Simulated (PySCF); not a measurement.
Delta-SCF ions had no search for a lower state. Excitations are Tamm–Dancoff values on a coarser integration grid. The basis has no diffuse functions, so Rydberg states are missing or too high.

# H$_{9}$AlSi$_{3}$, SMILES `[SiH3][Al]([SiH3])[SiH3]` (charge 0, multiplicity 1)

The numbers are results of M06-2X/def2-TZVP // B3LYP-D3(BJ)/def2-TZVP run with PySCF 2.14.0, not measurements.

```
Property                                                                Result
--------------------------------------  --------------------------------------
HOMO                                                                  -8.17 eV
dipole moment                                                           0.17 D
HOMO–LUMO gap                                                          6.25 eV
LUMO                                                                  -1.92 eV
S1 excitation (TDA)                                                    3.34 eV
S1 oscillator strength                                                   0.000
T1 excitation (TDA)                                                    2.91 eV
S1–T1 gap (TDA)                                                        0.44 eV
vertical ionisation energy (Delta-SCF)                                 9.00 eV
total energy                                                     -1116.2140 Ha
cost                                    about 22 core-minutes (a rough figure)
```

Bonds (Å): Si1–Al2 2.462, Si1–H5 1.489, Si1–H6 1.488, Si1–H7 1.486, Al2–Si3 2.463, Al2–Si4 2.464, Si3–H8 1.488, Si3–H9 1.489, Si3–H10 1.486, Si4–H11 1.486, Si4–H12 1.488, Si4–H13 1.489. Angles (°): Al2–Si1–H5 109.5, Al2–Si1–H6 111.0, Al2–Si1–H7 113.9, H5–Si1–H6 107.0, H5–Si1–H7 107.5, H6–Si1–H7 107.7, Si1–Al2–Si3 122.3, Si1–Al2–Si4 119.8, Si3–Al2–Si4 117.9, Al2–Si3–H8 111.7, Al2–Si3–H9 109.2, Al2–Si3–H10 113.5, H8–Si3–H9 107.0, H8–Si3–H10 107.7, H9–Si3–H10 107.4, Al2–Si4–H11 113.7, Al2–Si4–H12 110.8, Al2–Si4–H13 110.0, H11–Si4–H12 107.6, H11–Si4–H13 107.5, H12–Si4–H13 107.0.
Charge 0, spin multiplicity 1.
